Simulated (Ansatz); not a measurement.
Consider the redistribution: `COB(C)[SeH]` + `C#[C][Zr]([OH])([OH])[F]` → `CB(O)[SeH]` + `C#[C][Zr]([OH])([F])[O]C`.

Gas-phase electronic energies from Ansatz, PBE0-D4/def2-TZVP geometries. CCSD(T)/CBS adds triple-zeta CCSD(T) − MP2 to the extrapolated MP2 energy (def2 sets, frozen cores). DFT in def2-TZVPP. B3LYP here is the variant with VWN-RPA as its local correlation; programs differ in this. def2 core potentials past Kr. For Se, Zr outer-core shells are correlated without core-valence functions, which leaves a few kJ/mol of doubt a bond. Scalar relativity is left out up to krypton. Each species was taken in one conformer, which may not be the lowest.

| level | ΔE (kcal/mol) | difference from CCSD(T)/CBS |
| --- | --- | --- |
| PBE-D4 | -1.2 | -1.1 |
| r2SCAN-D4 | -0.8 | -0.7 |
| PBE0-D4 | -1.0 | -0.9 |
| B3LYP-D4 | -1.0 | -0.9 |
| ωB97X-V | -0.4 | -0.3 |
| ωB97M-V | -0.2 | -0.1 |
| B2PLYP | -1.5 | -1.4 |
| PBE | -1.7 | -1.6 |
| r2SCAN | -0.9 | -0.8 |
| PBE0 | -1.5 | -1.4 |
| B3LYP | -1.9 | -1.8 |
| HF/def2-TZVPP | -1.7 | -1.6 |
| MP2/def2-TZVPP | -0.8 | -0.7 |
| SCS-MP2/def2-TZVPP | -1.1 | -1.0 |
| CCSD/def2-TZVPP | -1.0 | -0.9 |
| CCSD(T)/def2-TZVPP | -1.0 | -0.9 |
| HF/def2-QZVPP | -1.7 | -1.6 |
| MP2/def2-QZVPP | -0.3 | -0.2 |
| SCS-MP2/def2-QZVPP | -0.6 | -0.5 |
| HF/CBS(def2) | -1.7 | -1.6 |
| MP2/CBS(def2) | 0.1 | 0.2 |
| CCSD/CBS(def2) | -0.1 | 0.0 |
| CCSD(T)/CBS | -0.1 | 0 |

Largest T1 diagnostic among the species: 0.017.

The D4 term adds +0.9 kcal/mol with B3LYP and +0.4 kcal/mol with PBE0; it sums over pairs of atoms, weighted by their polarisabilities, and B3LYP, whose exchange is more repulsive, gets the larger term. In def2-TZVPP, CCSD(T) changes the Hartree–Fock value by +0.8 kcal/mol (the triples alone add +0.1 kcal/mol) and MP2 by +0.9 kcal/mol.
